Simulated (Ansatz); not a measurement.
CrNF3. The state is a triplet with charge 0. Geometry PBE0-D4/def2-SVP, that of the neutral singlet; atoms count from 1.

```xyz
5

Cr    0.007   -0.006   -0.011
N    -0.727    0.582    1.129
F     1.455    0.856   -0.131
F    -0.985    0.200   -1.363
F     0.249   -1.632    0.376
```

At PBE0-D4/def2-TZVP a singlet of charge 0 lies 2.56 eV below the triplet at the same geometry.

Problem. Estimate the Mulliken populations from the PBE0/def2-TZVP orbitals of Ansatz.

Solution. 
```tsv
atom	charge (e)	spin (α − β)	d electrons
Cr1	1.58	1.02	4.08
N2	-0.32	0.71	–
F3	-0.43	0.07	–
F4	-0.43	0.07	–
F5	-0.40	0.12	–
```
Mulliken values and Mayer orders depend strongly on the basis.

Problem. Where does the spin sit?

Solution. Summed by element: Cr 1.02, N 0.71, F 0.27, of 2 unpaired in all. Largest on single atoms: Cr1 1.02, N2 0.71, F5 0.12.

Problem. And the Mayer bond orders between bonded heavy atoms (over 0.3)?

Solution. Cr1–N2 1.99 (1.48 Å); Cr1–F3 0.83 (1.69 Å); Cr1–F4 0.83 (1.69 Å); Cr1–F5 0.87 (1.69 Å).
